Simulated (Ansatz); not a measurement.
`[SiH3]C1CO1` and `N=CC1CO1` differ in one atom or group.

Ansatz, PBE0-D4/def2-TZVP geometries, multiplicity 1. Each molecule was computed in one conformer, which needn't be the lowest.

| property | `[SiH3]C1CO1` |
| --- | --- |
| size of the dipole moment (B3LYP/def2-TZVPP) / D | 1.71 |
| HOMO–LUMO gap (ωB97M-V/def2-TZVPP) / eV | 12.41 |
| HOMO–LUMO gap (PBE0/def2-TZVPP) / eV | 8.46 |
| HOMO energy (PBE0/def2-TZVPP) / eV | -7.81 |
| HOMO–LUMO gap (PBE/def2-TZVPP) / eV | 6.04 |
| HOMO energy (PBE/def2-TZVPP) / eV | -6.21 |

**Question.** What does the change do to each property? (Estimate.)

**Answer.** Computed: 
| property | `N=CC1CO1` | shift |
| --- | --- | --- |
| size of the dipole moment (B3LYP/def2-TZVPP) / D | 2.01 | 0.30 |
| HOMO–LUMO gap (ωB97M-V/def2-TZVPP) / eV | 11.94 | -0.47 |
| HOMO–LUMO gap (PBE0/def2-TZVPP) / eV | 7.29 | -1.17 |
| HOMO energy (PBE0/def2-TZVPP) / eV | -7.88 | -0.07 |
| HOMO–LUMO gap (PBE/def2-TZVPP) / eV | 4.60 | -1.44 |
| HOMO energy (PBE/def2-TZVPP) / eV | -6.30 | -0.09 |

With PBE0 the HOMO falls by 0.07 eV and the LUMO falls by 1.24 eV, so the gap narrows by about 1.17 eV. PBE moves the HOMO by -0.09 eV and ωB97M-V by -0.11 eV. Dipoles are sizes alone; their direction can turn.

B3LYP here is the variant with VWN-RPA as its local correlation; programs differ in this.
